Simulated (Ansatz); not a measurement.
Isolated molecules relaxed with PBE0-D4/def2-TZVP in Ansatz; ΔE leaves out vibrations. CCSD(T)/CBS adds triple-zeta CCSD(T) − MP2 to the extrapolated MP2 energy (def2 sets, frozen cores). This one scheme is used for every species, atoms too. Functionals use def2-TZVPP. B3LYP here is the variant with VWN-RPA as its local correlation; programs differ in this. No spin–orbit coupling; open shells (•) take unrestricted orbitals. Spin–orbit coupling would lower the free atoms: a little for C, S, Si; strongly for Sn. Elements past krypton have def2 core potentials. Bonds to Sn are less sure, by a few kJ/mol each and by 10 to 20 or more in all where they break to atoms, as the def2 sets lack core-valence functions. One conformer a species, not always the lowest.

Consider the atomization: `C[SiH2][SnH2][SH]` → C• + 8 H• + S• + Si• + Sn•.

| species | B3LYP-D4 energy (Eh) |
| --- | --- |
| `C[SiH2][SnH2][SH]` | -945.10607 |
| C• | -37.85948 |
| H• | -0.50215 |
| S• | -398.13240 |
| Si• | -289.39209 |
| Sn• | -214.32746 |

Problem. Work out ΔE.

Solution. ΔE = 8 × (-0.50215) + (-37.85948) + (-398.13240) + (-289.39209) + (-214.32746) − (-945.10607) = 1.37744 Eh = +37.48 eV. CCSD(T)/CBS gives +37.80 eV.

Largest T1 diagnostic among the species: 0.012.

From PBE to PBE0 (25 % exact exchange), in def2-TZVPP and without D4, ΔE moves by −0.14 eV: exact exchange takes away binding that semilocal exchange gives to molecules. In def2-TZVPP, CCSD(T) changes the Hartree–Fock value by +8.92 eV (the triples alone add +0.44 eV) and MP2 by +8.60 eV; breaking electron pairs costs correlation energy, which Hartree–Fock lacks. The D4 term adds +0.48 eV with B3LYP and +0.26 eV with PBE0; it sums over pairs of atoms, weighted by their polarisabilities, and B3LYP, whose exchange is more repulsive, gets the larger term.

For atomizations the MP2-based limit and the directly extrapolated one differ by several kJ/mol either way, and by 10 to 25 for some Ge, Se and Sn compounds, so smaller differences from it don't rank the levels.
